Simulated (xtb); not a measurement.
xtb input (GFN2-xTB):

```bash
xtb mol.xyz --gfn 2 --sp --chrg 0 --uhf 0
```
mol.xyz:
```
11

C     -1.85426733     0.16959933     0.15915329
C     -0.42817483    -0.14043422    -0.20349939
O     -0.07230831    -0.83387966    -1.12113626
O      0.42913392     0.46702689     0.64298674
C      1.82311297     0.23895862     0.38704490
H     -2.52230582    -0.33652117    -0.53162408
H     -2.02171473     1.24668551     0.11879386
H     -2.05722758    -0.15398592     1.18076024
H      2.09237989     0.59834537    -0.60548024
H      2.35607642     0.79512628     1.15308032
H      2.05416205    -0.82357041     0.45347323
```

End of the output:

```
         :::::::::::::::::::::::::::::::::::::::::::::::::::::
         ::                     SUMMARY                     ::
         :::::::::::::::::::::::::::::::::::::::::::::::::::::
         :: total energy             -17.619517118929 Eh    ::
         :: gradient norm              0.015461666286 Eh/a0 ::
         :: HOMO-LUMO gap              5.148827508089 eV    ::
         ::.................................................::
         :: SCC energy               -17.793809693954 Eh    ::
         :: -> isotropic ES            0.044778332939 Eh    ::
         :: -> anisotropic ES          0.001350742810 Eh    ::
         :: -> anisotropic XC          0.002520348414 Eh    ::
         :: -> dispersion             -0.004706325502 Eh    ::
         :: repulsion energy           0.174292575025 Eh    ::
         :: add. restraining           0.000000000000 Eh    ::
         :: total charge              -0.000000000000 e     ::
         :::::::::::::::::::::::::::::::::::::::::::::::::::::

           -------------------------------------------------
          |                Property Printout                |
           -------------------------------------------------

    * Orbital Energies and Occupations

         #    Occupation            Energy/Eh            Energy/eV
      -------------------------------------------------------------
         1        2.0000           -0.7429992             -20.2180
       ...           ...                  ...                  ...
         3        2.0000           -0.6750609             -18.3693
         4        2.0000           -0.6264337             -17.0461
         5        2.0000           -0.6086864             -16.5632
         6        2.0000           -0.5871158             -15.9762
         7        2.0000           -0.5644540             -15.3596
         8        2.0000           -0.5612593             -15.2726
         9        2.0000           -0.5207858             -14.1713
        10        2.0000           -0.5056067             -13.7583
        11        2.0000           -0.4886905             -13.2979
        12        2.0000           -0.4826920             -13.1347
        13        2.0000           -0.4770306             -12.9807
        14        2.0000           -0.4502409             -12.2517
        15        2.0000           -0.4207863             -11.4502 (HOMO)
        16                         -0.2315704              -6.3014 (LUMO)
        17                          0.0015763               0.0429
        18                          0.1276140               3.4726
        19                          0.1334423               3.6312
        20                          0.1551336               4.2214
        21                          0.1645073               4.4765
        22                          0.1918902               5.2216
        23                          0.2027915               5.5182
        24                          0.2158539               5.8737
        25                          0.2788995               7.5892
        26                          0.6447616              17.5449
      -------------------------------------------------------------
                  HL-Gap            0.1892159 Eh            5.1488 eV
             Fermi-level           -0.3261784 Eh           -8.8758 eV

     #   Z          covCN         q      C6AA      α(0)
     1   6 C        3.752    -0.146    23.382     6.896
     2   6 C        2.714     0.360    20.888     7.481
     3   8 O        0.856    -0.403    21.747     6.252
     4   8 O        1.702    -0.270    18.474     5.803
     5   6 C        3.650     0.030    20.381     6.485
     6   1 H        0.925     0.076     2.018     2.221
     7   1 H        0.924     0.077     2.007     2.215
     8   1 H        0.924     0.077     2.008     2.216
     9   1 H        0.925     0.064     2.151     2.294
    10   1 H        0.925     0.070     2.090     2.261
    11   1 H        0.925     0.064     2.151     2.293

 Mol. C6AA /au·bohr⁶  :        987.036090
 Mol. C8AA /au·bohr⁸  :      20943.867047
 Mol. α(0) /au        :         46.417537

Wiberg/Mayer (AO) data.
largest (>0.10) Wiberg bond orders for each atom

 ---------------------------------------------------------------------------
     #   Z sym  total        # sym  WBO       # sym  WBO       # sym  WBO
 ---------------------------------------------------------------------------
     1   6 C    3.992 --     2 C    0.990     6 H    0.983     8 H    0.964
                             7 H    0.963
     2   6 C    3.918 --     3 O    1.766     4 O    1.119     1 C    0.990
     3   8 O    2.044 --     2 C    1.766     4 O    0.171
     4   8 O    2.290 --     2 C    1.119     5 C    0.955     3 O    0.171
     5   6 C    3.927 --    10 H    0.982     9 H    0.978    11 H    0.978
                             4 O    0.955
     6   1 H    0.994 --     1 C    0.983
     7   1 H    0.994 --     1 C    0.963
     8   1 H    0.994 --     1 C    0.964
     9   1 H    0.996 --     5 C    0.978
    10   1 H    0.995 --     5 C    0.982
    11   1 H    0.996 --     5 C    0.978
 ---------------------------------------------------------------------------

Topologies differ in total number of bonds
Writing topology from bond orders to xtbtopo.mol

molecular dipole:
                 x           y           z       tot (Debye)
 q only:        0.015       0.457       0.613
   full:        0.002       0.517       0.691       2.194
molecular quadrupole (traceless):
                xx          xy          yy          xz          yz          zz
 q only:        6.774      -0.006      -2.718       0.281      -2.256      -4.056
  q+dip:        5.787       0.050      -1.870       0.261      -3.446      -3.917
   full:        6.215       0.040      -1.963       0.255      -3.852      -4.252

           -------------------------------------------------
          | TOTAL ENERGY              -17.619517118929 Eh   |
          | GRADIENT NORM               0.015461666286 Eh/α |
          | HOMO-LUMO GAP               5.148827508089 eV   |
           -------------------------------------------------

------------------------------------------------------------------------
------------------------------------------------------------------------
 total:
Note: The following floating-point exceptions are signalling: IEEE_UNDERFLOW_FLAG IEEE_DENORMAL
normal termination of xtb
 SCF:
```
